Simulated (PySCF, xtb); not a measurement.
CH4OSTe, SMILES S(C)[Te]O. The values are those of a single conformer.

Harmonic wavenumbers (cm⁻¹) from GFN2-xTB run with xtb at its own minimum, in rising order: 70, 113, 161, 183, 261, 367, 515, 700, 911, 936, 940, 1313, 1443, 1454, 3032, 3040, 3061, 3592.

**Question.** What does PBE-D3(BJ)/def2-SVP run with PySCF give at its own minimum? (The exact figures need the calculation; the answer reports its results.)

**Answer.** 94, 108, 162, 189, 342, 403, 554, 673, 916, 919, 959, 1267, 1384, 1397, 2977, 3085, 3102, 3674. Paired by order, the mean absolute difference is 36 cm⁻¹ and the zero-point energies are 31.6 and 31.7 kcal/mol.
